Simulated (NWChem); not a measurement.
System: C$_{2}$H$_{8}$Si$_{2}$; SMILES [SiH3]/C=C\[SiH3]

NWChem printed, in part:

```
             Northwest Computational Chemistry Package (NWChem) 7.3.0
             --------------------------------------------------------

                             Geometry "geometry" -> ""
                             -------------------------

 Output coordinates in angstroms (scale by  1.889725989 to convert to a.u.)

  No.       Tag          Charge          X              Y              Z
 ---- ---------------- ---------- -------------- -------------- --------------
    1 Si                  14.0000     1.80893600    -0.13406900     0.42616500
    2 C                    6.0000     0.67039900     0.09575200    -1.06065100
    3 C                    6.0000    -0.67442100     0.15426800    -1.06838100
    4 Si                  14.0000    -1.81410800     0.02225800     0.41544300
    5 H                    1.0000     1.55133200    -1.43106600     1.12417400
    6 H                    1.0000     3.21886900    -0.13349400    -0.06812500
    7 H                    1.0000     1.65330200     0.97410800     1.41787400
    8 H                    1.0000     1.18230400     0.19190800    -2.02996300
    9 H                    1.0000    -1.17023600     0.29400100    -2.04121000
   10 H                    1.0000    -1.01678700    -0.16481300     1.66494000
   11 H                    1.0000    -2.74509300    -1.13631300     0.24892900
   12 H                    1.0000    -2.64155900     1.26164900     0.54188400

 Effective nuclear repulsion energy (a.u.)     196.1913157495

  xc_inp: hfexch multiplicative factor not found.

                                 NWChem DFT Module
                                 -----------------

 Summary of "ao basis" -> "ao basis" (spherical)
 ------------------------------------------------------------------------------
       Tag                 Description            Shells   Functions and Types
 ---------------- ------------------------------  ------  ---------------------
 Si                          6-31g*                  8       18   4s3p1d
 C                           6-31g*                  6       14   3s2p1d
 H                           6-31g*                  2        2   2s

            General Information
            -------------------
          SCF calculation type: DFT
          Wavefunction type:  closed shell.
          No. of atoms     :    12
          No. of electrons :    48
           Alpha electrons :    24
            Beta electrons :    24
          Charge           :     0
          Spin multiplicity:     1
          Use of symmetry is: off; symmetry adaption is: off
          Maximum number of iterations: 150
          AO basis - number of functions:    80
                     number of shells:    44
          Convergence on energy requested:  1.00D-06
          Convergence on density requested:  1.00D-05
          Convergence on gradient requested:  5.00D-04

              XC Information
              --------------
                     Hartree-Fock (Exact) Exchange  1.000

      Superposition of Atomic Density Guess
      -------------------------------------

 Sum of atomic energies:        -656.94098365

      Non-variational initial energy
      ------------------------------

 Total energy =    -658.736274
 1-e energy   =   -1296.226033
 2-e energy   =     441.298444
 HOMO         =      -0.315162
 LUMO         =      -0.024509

     ---------------------------------------------
      Total Density - Mulliken Population Analysis
     ---------------------------------------------

    Atom       Charge   Shell Charges
 -----------   ------   -------------------------------------------------------
    1 Si  14    13.64   2.00  2.00  5.97  0.98  1.71  0.31  0.55  0.12
    2 C    6     6.43   2.00  0.74  1.90  0.63  1.13  0.03
    3 C    6     6.42   2.00  0.74  1.91  0.63  1.12  0.03
    4 Si  14    13.61   2.00  2.00  5.97  0.98  1.71  0.30  0.52  0.12
    5 H    1     1.05   0.47  0.58
    6 H    1     1.06   0.47  0.59
    7 H    1     1.05   0.47  0.58
    8 H    1     0.78   0.46  0.32
    9 H    1     0.78   0.46  0.31
   10 H    1     1.06   0.47  0.59
   11 H    1     1.06   0.47  0.59
   12 H    1     1.06   0.47  0.59

   convergence    iter        energy       DeltaE   RMS-Dens  Diis-err
 ---------------- ----- ----------------- --------- --------- ---------
 d= 0,ls=0.0,diis     1   -658.1296729018 -8.54D+02  5.73D-03  2.06D-01
 d= 0,ls=0.0,diis     2   -658.1779330010 -4.83D-02  2.28D-03  1.60D-02
 d= 0,ls=0.0,diis     3   -658.1822731562 -4.34D-03  5.58D-04  2.17D-03
 d= 0,ls=0.0,diis     4   -658.1826622966 -3.89D-04  1.50D-04  3.94D-05
 d= 0,ls=0.0,diis     5   -658.1826766610 -1.44D-05  3.77D-05  2.13D-06
 d= 0,ls=0.0,diis     6   -658.1826775615 -9.01D-07  9.96D-06  1.15D-07

         Total DFT energy =     -658.182677561493
      One electron energy =    -1299.311689291950
           Coulomb energy =      498.886017369443
    Exchange-Corr. energy =      -53.948321388504
 Nuclear repulsion energy =      196.191315749518

 Numeric. integr. density =        0.000000000000

                       DFT Final Molecular Orbital Analysis
                       ------------------------------------

 Vector   22  Occ=2.000000D+00  E=-4.695367D-01
              MO Center=  1.0D+00, -1.1D-01,  5.1D-01, r^2= 6.2D+00
   Bfn.  Coefficient  Atom+Function         Bfn.  Coefficient  Atom+Function
  ----- ------------  ---------------      ----- ------------  ---------------
    68      0.304240   6 H  s                 7      0.280986   1 Si px
    67      0.228525   6 H  s                53      0.207568   4 Si px
    76      0.202328  10 H  s                75      0.157271  10 H  s
     9     -0.150183   1 Si pz               66     -0.128171   5 H  s
    70     -0.128383   7 H  s                55      0.123413   4 Si pz

 Vector   23  Occ=2.000000D+00  E=-4.254259D-01
              MO Center=  3.3D-02,  6.5D-02, -5.8D-01, r^2= 3.7D+00
   Bfn.  Coefficient  Atom+Function         Bfn.  Coefficient  Atom+Function
  ----- ------------  ---------------      ----- ------------  ---------------
    23      0.284259   2 C  pz               37     -0.281239   3 C  pz
     9     -0.231342   1 Si pz               55      0.220829   4 Si pz
    27      0.200936   2 C  pz               41     -0.195379   3 C  pz
    72     -0.167714   8 H  s                74      0.168232   9 H  s
    71     -0.163671   8 H  s                73      0.160664   9 H  s

 Vector   24  Occ=2.000000D+00  E=-3.750050D-01
              MO Center= -5.7D-02,  9.3D-02, -7.8D-01, r^2= 2.8D+00
   Bfn.  Coefficient  Atom+Function         Bfn.  Coefficient  Atom+Function
  ----- ------------  ---------------      ----- ------------  ---------------
    22      0.340740   2 C  py               36      0.341223   3 C  py
    26      0.289561   2 C  py               40      0.284069   3 C  py
    78      0.132553  11 H  s                80     -0.132632  12 H  s
    66      0.131530   5 H  s                70     -0.131453   7 H  s
     8     -0.076482   1 Si py               65      0.074534   5 H  s

 Vector   25  Occ=0.000000D+00  E= 1.044052D-01
              MO Center=  1.9D-01,  5.4D-02, -5.5D-01, r^2= 4.4D+00
   Bfn.  Coefficient  Atom+Function         Bfn.  Coefficient  Atom+Function
  ----- ------------  ---------------      ----- ------------  ---------------
    12      0.567708   1 Si py               58     -0.482476   4 Si py
    66      0.438369   5 H  s                70     -0.438270   7 H  s
    40     -0.434235   3 C  py               26      0.414825   2 C  py
    78     -0.381564  11 H  s                80      0.381868  12 H  s
    36     -0.266562   3 C  py               22      0.262571   2 C  py

[...]

                     NWChem Electrostatic Potential Fit Module
                     -----------------------------------------

 Atom parameters

 Number of atoms is                                   12
 Number of basis functions is                         80

 Grid parameters

 Maximum number of grid points is                  50692
 Number of grid points is                          50691
 Grid range                                     0.300000 nm
 Grid spacing                                   0.020000 nm
 Probe radius                                   0.070000 nm
 Atom radius factor                             1.000000

 Atomic radii

    1    0.100000
    6    0.147000
   14    0.187000
 FASTESP  F
  using M.O. file = ./job.movecs

    Atom              Coordinates                           Charge

                                                  ESP

    1 Si    0.180894   -0.013407    0.042617    0.634213
    2 C     0.067040    0.009575   -0.106065   -0.266759
    3 C    -0.067442    0.015427   -0.106838   -0.265465
    4 Si   -0.181411    0.002226    0.041544    0.615555
    5 H     0.155133   -0.143107    0.112417   -0.162175
    6 H     0.321887   -0.013349   -0.006813   -0.170486
    7 H     0.165330    0.097411    0.141787   -0.161764
    8 H     0.118230    0.019191   -0.202996    0.119354
    9 H    -0.117024    0.029400   -0.204121    0.125114
   10 H    -0.101679   -0.016481    0.166494   -0.140237
   11 H    -0.274509   -0.113631    0.024893   -0.163641
   12 H    -0.264156    0.126165    0.054188   -0.163710
                                            ------------
                                                0.000000

 Dipole moment                                  0.322096

 Quadrupole moment Qxx                         -2.046312
                   Qyy                         -2.321336
                   Qzz                          4.367648

 RMS deviation kJ/mol                           0.057792

 RRMS %                                        60.666433
```

Level: Hartree-Fock/6-31G* (spherical d). The geometry was optimised at PBE0/def2-SVP.

Q: Which NWChem input produces such a log?

A: This is not unique; one that fits is the input that was run:
```
start job
memory heap 200 mb stack 700 mb global 900 mb
geometry units angstroms noautosym nocenter noautoz
  Si     1.808936    -0.134069     0.426165
  C      0.670399     0.095752    -1.060651
  C     -0.674421     0.154268    -1.068381
  Si    -1.814108     0.022258     0.415443
  H      1.551332    -1.431066     1.124174
  H      3.218869    -0.133494    -0.068125
  H      1.653302     0.974108     1.417874
  H      1.182304     0.191908    -2.029963
  H     -1.170236     0.294001    -2.041210
  H     -1.016787    -0.164813     1.664940
  H     -2.745093    -1.136313     0.248929
  H     -2.641559     1.261649     0.541884
end
basis spherical
  Si library 6-31g*
  C library 6-31g*
  H library 6-31g*
end
dft
  xc hfexch
  iterations 150
  mulliken
end
task dft energy
esp
  recalculate
  probe 0.07
  range 0.3
  factor 1.0
  spacing 0.02
end
task esp
```
